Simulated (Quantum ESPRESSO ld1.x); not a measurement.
The numbers below are computed, except where a source is named.
Ionisation of the nickel ion Ni+, [Ar] 3d9, to Ni2+, [Ar] 3d8, under several functionals. Non-relativistic Kohn-Sham, spin-polarised, spherical densities, point nucleus; open shells are filled with parallel spins first; ld1.x of Quantum ESPRESSO 7.5.

| functional | E(Ni+) (hartree) | Exc (hartree) | IE (eV) | -e(HOMO) (eV) | <r> HOMO (bohr) | IE error (eV) |
|---|---|---|---|---|---|---|
| exchange-only LDA | -1502.9618 | -57.8389 | 18.482 | 11.495 | 1.089 | +0.313 |
| LDA (Slater exchange, Perdew-Zunger correlation) | -1505.3538 | -60.2933 | 20.100 | 12.936 | 1.077 | +1.931 |
| LDA (Slater exchange, Perdew-Wang correlation) | -1505.3586 | -60.2986 | 20.078 | 12.921 | 1.077 | +1.909 |
| LDA (Slater exchange, VWN5 correlation) | -1505.3700 | -60.3105 | 20.082 | 12.924 | 1.077 | +1.914 |
| LDA (Slater exchange, Perdew-Zunger correlation) + SIC | -1510.0562 | -65.1844 | 19.928 | 21.071 | 1.050 | +1.759 |
| LDA (Slater exchange, Perdew-Wang correlation) + SIC | -1510.0671 | -65.1958 | 19.910 | 21.059 | 1.050 | +1.741 |

NIST Atomic Spectra Database: 18.169 eV (measured). Closest: exchange-only LDA. The Delta-SCF values span 1.62 eV, the total energies 7.11 hartree. The highest occupied level is 3d. Open shells are spherical and high-spin; term and fine-structure splittings are not resolved.
